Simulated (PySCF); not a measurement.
## Magnetic susceptibility: `InChI=1S/C2H5O.2Al.2Cl.3H/c1-2-3;;;;;;;/h2H2,1H3;;;;;;;/q-1;;-1;2*+1;;;`

Molfile (atoms numbered from 1):
```
C2H8Al2Cl2O
     RDKit          3D

 15 15  0  0  0  0  0  0  0  0999 V2000
   -2.5267    0.3085   -0.0721 C   0  0  0  0  0  0  0  0  0  0  0  0
   -1.8554   -1.0540    0.0312 C   0  0  0  0  0  0  0  0  0  0  0  0
   -0.5072   -0.9758   -0.3297 O   0  0  0  0  0  0  0  0  0  0  0  0
    1.0368   -0.7911   -0.8384 Al  0  0  0  0  0  4  0  0  0  0  0  0
    1.5595    1.2461   -1.5364 Cl  0  0  0  0  0  0  0  0  0  0  0  0
    3.1497    1.3234   -0.0542 Al  0  0  0  0  0  4  0  0  0  0  0  0
    2.5181   -0.5794    0.7922 Cl  0  0  0  0  0  0  0  0  0  0  0  0
   -2.0384    1.0125    0.5981 H   0  0  0  0  0  0  0  0  0  0  0  0
   -3.5772    0.2300    0.1943 H   0  0  0  0  0  0  0  0  0  0  0  0
   -2.4421    0.6814   -1.0907 H   0  0  0  0  0  0  0  0  0  0  0  0
   -2.3492   -1.7690   -0.6369 H   0  0  0  0  0  0  0  0  0  0  0  0
   -1.9243   -1.4334    1.0574 H   0  0  0  0  0  0  0  0  0  0  0  0
    1.6202   -1.7666   -1.8390 H   0  0  0  0  0  0  0  0  0  0  0  0
    4.5066    1.1344   -0.7633 H   0  0  0  0  0  0  0  0  0  0  0  0
    2.8251    2.4412    0.9601 H   0  0  0  0  0  0  0  0  0  0  0  0
  1  2  1  0
  2  3  1  0
  3  4  1  0
  4  5  1  0
  5  6  1  0
  6  7  1  0
  7  4  1  0
  1  8  1  0
  1  9  1  0
  1 10  1  0
  2 11  1  0
  2 12  1  0
  4 13  1  0
  6 14  1  0
  6 15  1  0
M  CHG  4   4  -1   5   1   6  -1   7   1
M  END
```

Method used: GIAO HF/STO-3G magnetisability, rotational g tensor and spin-rotation constants, non-relativistic, gas phase in PySCF 2.14.0. Geometry: GFN2-xTB.

Question: What are the magnetisability and the molar susceptibility?

Answer: Isotropic -1726 × 10⁻³⁰ J/T², or -103.9 × 10⁻⁶ cm³/mol; principal values -1791, -1714, -1673 × 10⁻³⁰ J/T², anisotropy 104 × 10⁻³⁰ J/T² (root of half the summed squared differences of the principal values). The susceptibility is in cgs units.

Question: Split it along the inertial axes a, b, c into diamagnetic and paramagnetic parts about the centre of mass, with the quadrupole moment.

Answer: 
```
axis  χ (10⁻⁶ cm³/mol)  diamagnetic (10⁻⁶ cm³/mol)  paramagnetic (10⁻⁶ cm³/mol)  summed x² of all electrons (Å²)  quadrupole Θ (D Å)
   a            -102.8                      -696.4                        593.6                            356.5               +3.97
   b            -107.8                     -1748.6                       1640.8                            108.5               -2.82
   c            -101.2                     -1973.0                       1871.8                             55.6               -1.16
```
Anisotropies 2χaa − χbb − χcc = +3.4 and 2χbb − χaa − χcc = -11.5 × 10⁻⁶ cm³/mol. Θ is traceless in Buckingham's convention.

Question: And the rotational g tensor?

Answer: 
```
axis  rotational constant (GHz)        g  nuclear part  electronic part
   a                     1.9901  -0.0168        0.5382          -0.5550
   b                     0.7433  -0.0031        0.5698          -0.5729
   c                     0.6330  -0.0049        0.5517          -0.5566
```
Asymmetric top; isotopes 27Al, 12C, 35Cl, 1H, 16O; no vibrational averaging.
